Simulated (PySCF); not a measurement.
**Electron correlation in C (carbon, neutral)**

[He] 2s2 2p2, high-spin 3P determinant. Computed with PySCF 2.14 in cc-pVDZ-DK, with scalar relativity by spin-free X2C-1e. Frozen: 1s2; 4 electrons correlated.

MP2 pair energies summed by pair of shells (mhartree):

```json
{"pair": "2s-2p", "energy": "-30.35", "share (%)": "58.6"}
{"pair": "2s-2s", "energy": "-15.90", "share (%)": "30.7"}
{"pair": "2p-2p", "energy": "-5.53", "share (%)": "10.7"}
```

Total MP2 correlation energy: -51.78 mhartree.

Same-spin part -9.33 and opposite-spin part -42.44 mhartree; SCS-MP2 scales them by 1/3 and 6/5 to -54.04 mhartree.

| level | correlation energy (mhartree) |
| --- | --- |
| CCSD | -72.91 |
| (T) | -0.93 |
| CCSD(T) | -73.84 |

Diagnostics: T1 = 0.0066, D1 = 0.0131, largest double amplitude 0.123.

Cost of the coupled-cluster step: 0.13 s of wall time on 1 thread of Intel(R) Xeon(R) Platinum 8375C CPU @ 2.90GHz (shared host), for 4 correlated electrons.
